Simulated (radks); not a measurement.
Problem. La XXXV, 23 electrons, occupied as [Ar] 3d3 4s2 (not the ground configuration). Calculated with a radial shooting solver on a logarithmic mesh with Libxc functionals: Dirac Kohn-Sham, PBEsol, spin-unpolarised, spherical densities, finite nucleus; open shells are shared between the two j in proportion to 2j + 1; Fermi nuclear charge, rms radius 4.855 fm.

Spin-orbit splittings of the eigenvalues, e(l+1/2) - e(l-1/2), with zeta = 2 splitting/(2l+1) and mean radii in bohr:

shell  occ.  splitting (eV)  zeta (eV)  <r> j=l-1/2  <r> j=l+1/2
2p        6               ?          ?      0.08932      0.09527
3p        6           95.67      63.78       0.2554       0.2653
3d        3           22.01      8.804       0.2322       0.2352
4p        0           32.90      21.93       0.5195       0.5333
4d        0           7.613      3.045       0.5136       0.5176

Estimate the 2p splitting.

Solution. 417.5 eV (zeta = 278.3 eV).
